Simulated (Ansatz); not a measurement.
Ansatz (a first-principles code) input file for C4H10OSi, SMILES OC[C@H]1CC[SiH2]1, PBE/def2-SVPD. Coordinates come from a PBE-D3(BJ)/def2-SVP optimisation. The structure was generated by enumeration; whether it is a known compound was not checked. One conformer was computed; it need not be the lowest.

Ansatz 0.2 input:
```yaml
crystal:
  periodic: [false, false, false]
  atoms:
    - {symbol: O, position_ang: [2.49609008, 1.05804869, -0.43487285]}
    - {symbol: C, position_ang: [1.73878303, -0.11449934, -0.16990390]}
    - {symbol: C, position_ang: [0.34022644, 0.17723656, 0.34808590]}
    - {symbol: C, position_ang: [-0.66444800, 0.86798459, -0.63487393]}
    - {symbol: C, position_ang: [-2.02318921, 0.29511306, -0.12639450]}
    - {symbol: Si, position_ang: [-1.01442882, -1.15928234, 0.58851468]}
    - {symbol: H, position_ang: [2.00461463, 1.56460056, -1.10729037]}
    - {symbol: H, position_ang: [2.31526759, -0.68415916, 0.58941782]}
    - {symbol: H, position_ang: [1.66725275, -0.77224391, -1.07427691]}
    - {symbol: H, position_ang: [0.41131637, 0.78125855, 1.28000382]}
    - {symbol: H, position_ang: [-0.47097505, 0.50477200, -1.66962272]}
    - {symbol: H, position_ang: [-0.60580744, 1.97834944, -0.66260447]}
    - {symbol: H, position_ang: [-2.81047385, 0.13732317, -0.88769781]}
    - {symbol: H, position_ang: [-2.44231619, 0.91956057, 0.68940542]}
    - {symbol: H, position_ang: [-1.31659792, -1.71130660, 1.95833194]}
    - {symbol: H, position_ang: [-0.86723156, -2.30760039, -0.37737075]}
basis:
  gaussian:
    orbitals: def2-SVPD
hamiltonian:
  xc: {name: PBE}
```

It prints:

```
WARN ansatz: RAYON_NUM_THREADS=2 ignored (pool sized by the plan → 2); use --threads N
Functional definition: PBE
integrals: 0.16 GiB planned
1729 factors; their error is unknown
mean field: 1.12 GiB planned
mean field evaluation 1: about -14200.9177 eV, gradient 8.0e1 eV
mean field evaluation 2: about -14143.9930 eV, gradient 1.7e2 eV
mean field evaluation 4: about -14215.8384 eV, gradient 1.5e1 eV
mean field evaluation 8: about -14216.2954 eV, gradient 3.1e-1 eV
mean field evaluation 16: about -14216.2046 eV, gradient 8.0e-4 eV
mean field -14216.20461459 eV, -522.4358834967 hartree, gradient 7.5e-5 eV, S^2 0.000000; 0 other end points of the search recorded, 0 dependent functions left out
reference -14216.20466956 eV, -522.4358855169 hartree; 28, 28 occupied and 179, 179 virtual orbitals, 1729 factors
Total energy: -14216.20466956 eV, -522.4358855169 hartree
```

The calculation finished and met its thresholds.
